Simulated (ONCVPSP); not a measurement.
**Reading a pseudo-wave (fluorine)**

Columns: radius, all-electron u(r) and pseudo u(r) of the 2p shell (level -11.05 eV) of fluorine in the configuration [He] 2s2 2p5; PBEsol, scalar-relativistic, ONCV scheme, ONCVPSP 4.0.1.

```
r (bohr)  all-electron  pseudo
   0.085        0.1066  0.0306
   0.170        0.3027  0.1176
   0.255        0.4951  0.2490
   0.340        0.6523  0.4072
   0.425        0.7678  0.5726
   0.510        0.8442  0.7263
   0.595        0.8873  0.8530
   0.680        0.9042  0.9425
   0.765        0.9012  0.9900
   0.850        0.8840  0.9971
   0.935        0.8569  0.9699
   1.020        0.8232  0.9183
   1.105        0.7854  0.8536
   1.190        0.7455  0.7865
   1.275        0.7046  0.7244
   1.360        0.6638  0.6707
   1.445        0.6236  0.6250
   1.530        0.5847  0.5847
   1.615        0.5471  0.5471
   1.700        0.5112  0.5112
   1.785        0.4771  0.4771
   1.870        0.4448  0.4448
   1.955        0.4143  0.4143
   2.040        0.3856  0.3856
   2.125        0.3587  0.3586
   2.210        0.3334  0.3334
```

Question: How many radial nodes do the two functions have?

Answer: The all-electron 2p function has n − l − 1 = 0; the pseudo-wave has 0.

Question: At about which radius was the pseudo-wave matched?

Answer: 1.60 bohr, where the columns begin to agree (steps of 0.09 bohr).

Question: Is the pseudo-wave norm-conserving?

Answer: Yes: the ONCV scheme keeps the norm inside the radius equal to the all-electron one, which fixes the energy derivative of the logarithmic derivative at the level.
